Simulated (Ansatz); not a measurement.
Start from `[CH3][Al]([Cl])[Cl]` and change one element to get `[CH3][Ga]([Cl])[Cl]`.

Ansatz, PBE0-D4/def2-TZVP geometries, multiplicity 1. 

Scalar relativity is left out up to krypton.

```csv
property,`[CH3][Al]([Cl])[Cl]`
LUMO energy (ωB97M-V/def2-TZVPP) / eV,0.79
HOMO energy (PBE0/def2-TZVPP) / eV,-8.87
HOMO–LUMO gap (PBE0/def2-TZVPP) / eV,8.00
LUMO energy (PBE/def2-TZVPP) / eV,-1.65
HOMO energy (ωB97M-V/def2-TZVPP) / eV,-11.07
LUMO energy (B3LYP/def2-TZVPP) / eV,-1.08
```

Q: Give the same properties after the change, and the shifts. (Estimate.)

A: Ansatz gave: 
```
                             property  `[CH3][Ga]([Cl])[Cl]`  shift
LUMO energy (ωB97M-V/def2-TZVPP) / eV                   0.55  -0.24
   HOMO energy (PBE0/def2-TZVPP) / eV                  -8.79   0.08
 HOMO–LUMO gap (PBE0/def2-TZVPP) / eV                   7.60  -0.40
    LUMO energy (PBE/def2-TZVPP) / eV                  -1.98  -0.33
HOMO energy (ωB97M-V/def2-TZVPP) / eV                 -10.97   0.10
  LUMO energy (B3LYP/def2-TZVPP) / eV                  -1.46  -0.38
```

With PBE0 the HOMO rises by 0.08 eV and the LUMO falls by 0.31 eV, so the gap narrows by about 0.39 eV. PBE moves the HOMO by 0.09 eV and ωB97M-V by 0.10 eV.

B3LYP here is the variant with VWN-RPA as its local correlation; programs differ in this.
